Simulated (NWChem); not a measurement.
System: Si₂H₅OCl; SMILES [SiH3][Si@@H](Cl)O

```xyz
9

O      1.9174     0.1019     0.3796
Si     0.4242     0.1296    -0.3812
Si    -0.6145    -1.9133     0.1004
Cl    -0.7962     1.6458     0.4016
H      2.4816     0.8819     0.2284
H      0.5635     0.4420    -1.8476
H     -0.7562    -2.0481     1.5908
H     -1.9795    -1.9203    -0.5312
H      0.1831    -3.0701    -0.4378
```
Atoms are numbered in this order, from 1.

Results from NWChem. All runs use the structure optimised with PBE-D3(BJ)/def2-SVP. Level: M05-2X/def2-SVP with SMD (1 M gas to 1 M solution), gas-phase geometry. Reactions with the solvent are ignored.

| solvent | dielectric constant | solvation free energy (kcal/mol) | cavity-dispersion-structure term (kcal/mol) | dipole in solution (D) |
|---|---|---|---|---|
| water | 78.4 | -2.9 | 3.2 | 2.10 |
| anisole | 4.22 | -3.6 | -1.2 | 1.92 |
| ethanol | 24.9 | -6.2 | -0.5 | 2.08 |
| 1-propanol | 20.5 | -6.0 | -0.5 | 2.08 |
